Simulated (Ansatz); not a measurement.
Reaction (ligand exchange at the Al–C bond): `C#[C][AlH][NH2]` + `CNC` → `C[N](C)[AlH][NH2]` + `C#C`

Gas-phase electronic energies from Ansatz, PBE0-D4/def2-TZVP geometries. CCSD(T)/CBS adds triple-zeta CCSD(T) − MP2 to the extrapolated MP2 energy (def2 sets, frozen cores). This one scheme is used for every species. Each species was taken in one conformer, which may not be the lowest.

```tsv
species	MP2/CBS(def2) energy (Eh)
`C#[C][AlH][NH2]`	-375.16255
`CNC`	-134.94595
`C[N](C)[AlH][NH2]`	-432.91746
`C#C`	-77.19853
```

**Question.** Work out ΔE.

**Answer.** ΔE = (-432.91746) + (-77.19853) − (-375.16255) − (-134.94595) = -0.00749 Eh = -4.7 kcal/mol. CCSD(T)/CBS gives -4.2 kcal/mol.

Largest T1 diagnostic among the species: 0.013.

The D4 term adds −1.7 kcal/mol with B3LYP and −1.0 kcal/mol with PBE0; it sums over pairs of atoms, weighted by their polarisabilities, and B3LYP, whose exchange is more repulsive, gets the larger term. In def2-TZVPP, CCSD(T) changes the Hartree–Fock value by −2.9 kcal/mol (the triples alone add −0.2 kcal/mol) and MP2 by −3.3 kcal/mol.

B3LYP here is the variant with VWN-RPA as its local correlation; programs differ in this.
